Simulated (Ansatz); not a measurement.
`BO[SiH2]C#C` + H₂ → `C#C[SiH3]` + `BO` at 700 K and 1 bar (hydrogenolysis of the Si–O bond).

Isolated molecules relaxed with PBE0-D4/def2-TZVP in Ansatz; ΔE leaves out vibrations. CCSD(T)/CBS adds triple-zeta CCSD(T) − MP2 to the extrapolated MP2 energy (def2 sets, frozen cores). This one scheme is used for every species. Each species was taken in one conformer, which may not be the lowest.

```tsv
species	CCSD(T)/CBS energy (Eh)	H − E (kJ/mol)	S (J/(mol·K))
`BO[SiH2]C#C`	-468.17507	241.4	460.5
H₂	-1.17544	46.8	155.3
`C#C[SiH3]`	-367.52081	166.7	346.4
`BO`	-101.80414	126.4	277.4
```

H − E and S are ideal-gas, rigid-rotor, harmonic terms from PBE0-D4/def2-TZVP, for one conformer and one mirror image of each species. The MP2-based limit puts H₂ 0.8 mEh under its directly extrapolated value; such offsets cancel only in part. 1 Eh = 2625.50 kJ/mol, R = 8.31446 J/(mol·K).

Task: By hand: ΔE, ΔH, ΔS and ΔG.

Result: ΔE = (-367.52081) + (-101.80414) − (-468.17507) − (-1.17544) = 0.02556 Eh = 67.1 kJ/mol. Δ(H − E) = 166.7 + 126.4 − 241.4 − 46.8 = 4.9, so ΔH = 72.0 kJ/mol. ΔS = 346.4 + 277.4 − 460.5 − 155.3 = 8.0 J/(mol·K). ΔG = 72.0 − 700 × (8.0)/1000 = 66.4 kJ/mol.

Task: By hand: the equilibrium constant, and the temperature at which ΔG would vanish if ΔH and ΔS stayed fixed.

Result: log₁₀ K = −ΔG/(RT ln 10) = -5.0. ΔG = 0 at ΔH/ΔS = 9000 K, far beyond where these terms or the molecules hold.

The number of gas molecules stays the same, so ΔS is small and ΔH decides. A doubt of 5 kJ/mol in ΔE shifts log₁₀ K by 0.4 here. Other conformers and mirror images would add mixing entropy, several J/(mol·K) or more a flexible species. Modes under 60 cm⁻¹, often nearly free rotors, make the harmonic entropy too high. These are equilibria of isolated gas molecules and say nothing of rates. Largest T1 diagnostic: 0.014 (customary marks: 0.02 for closed shells, 0.045 for open ones).
